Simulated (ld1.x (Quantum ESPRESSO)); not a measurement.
**Ranking TM potentials for nitrogen**

All share these settings but for the change named:

```json
{
  "Element": "N",
  "Generator": "ld1.x (Quantum ESPRESSO) 7.5",
  "Type": "norm-conserving Troullier–Martins (Kleinman–Bylander form)",
  "Functional": "LDA (PZ)",
  "Relativity": "non-relativistic",
  "Frozen core": "[He]",
  "Valence charge": "5",
  "Reference configuration": "2s2 2p3",
  "Partial waves": "2p (bound): rc 1.75 bohr; 2s (bound): rc 0.85 bohr",
  "Local potential": "the s channel",
  "Core correction": "a·sin(br)/r model core inside 0.80 bohr"
}
```

Test errors are all-electron minus pseudo excitation energies from the reference, over 2s2 2p2; 2s2 2p1; 2s2 2p0; 2s2 2p3.3; 2s1 2p4; 2s0 2p5; 2s1 2p3. None of these files shows a bound ghost.

The base gives 1035.6 meV.

Of 11 variants that were run, those that failed, showed a ghost or another fault, or gave nearly equal values are left out.

A variant can come out equal or close to the base, since the largest error may sit in a test that the change hardly touches while other tests move.

Rank these variants by their largest absolute test error, smallest first.
A. wave 2s (bound): rc 0.85 bohr becomes 2s (bound): rc 0.60 bohr
B. type PAW; waves now 2s (bound): rcut 0.75, rcutus 0.85 bohr; 2s channel at 0.3 Ry: rcut 0.75, rcutus 0.85 bohr; 2p (bound): rcut 1.50, rcutus 1.75 bohr; 2p channel at 0.6 Ry: rcut 1.50, rcutus 1.75 bohr; local potential all-electron potential smoothed inside 1.55 bohr (lloc = -2); augmentation PSQ, inside the norm-conserving radii
C. wave 2p (bound): rc 1.75 bohr becomes 2p (bound): rc 1.12 bohr
D. all radii but the core radius scaled by about 0.97 (s 0.82, p 1.70 bohr)

B (11.6 meV), C (291.4 meV), D (952.0 meV), A (1130.5 meV).
